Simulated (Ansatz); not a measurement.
Start from `CNBO` and change one atom or group to get `CNBOCF`.

Ansatz, PBE0-D4/def2-TZVP geometries, multiplicity 1. Each molecule was computed in one conformer, which needn't be the lowest.

```tsv
property	`CNBO`
size of the dipole moment (ωB97M-V/def2-TZVPP) / D	0.56
HOMO energy (PBE/def2-TZVPP) / eV	-5.74
LUMO energy (ωB97M-V/def2-TZVPP) / eV	2.54
HOMO energy (PBE0/def2-TZVPP) / eV	-7.11
size of the dipole moment (B3LYP/def2-TZVPP) / D	0.59
LUMO energy (B3LYP/def2-TZVPP) / eV	0.87
```

(1) Give the same properties after the change, and the shifts. (An estimate is asked.)

## Answers

(1) Ansatz gave: 
| property | `CNBOCF` | shift |
| --- | --- | --- |
| size of the dipole moment (ωB97M-V/def2-TZVPP) / D | 1.93 | 1.37 |
| HOMO energy (PBE/def2-TZVPP) / eV | -6.18 | -0.44 |
| LUMO energy (ωB97M-V/def2-TZVPP) / eV | 2.33 | -0.21 |
| HOMO energy (PBE0/def2-TZVPP) / eV | -7.53 | -0.42 |
| size of the dipole moment (B3LYP/def2-TZVPP) / D | 1.94 | 1.35 |
| LUMO energy (B3LYP/def2-TZVPP) / eV | 0.48 | -0.39 |

With PBE0 the HOMO falls by 0.42 eV and the LUMO falls by 0.49 eV, so the gap narrows by about 0.07 eV. PBE moves the HOMO by -0.44 eV and ωB97M-V by -0.42 eV. Dipoles are sizes alone; their direction can turn.

B3LYP here is the variant with VWN-RPA as its local correlation; programs differ in this.
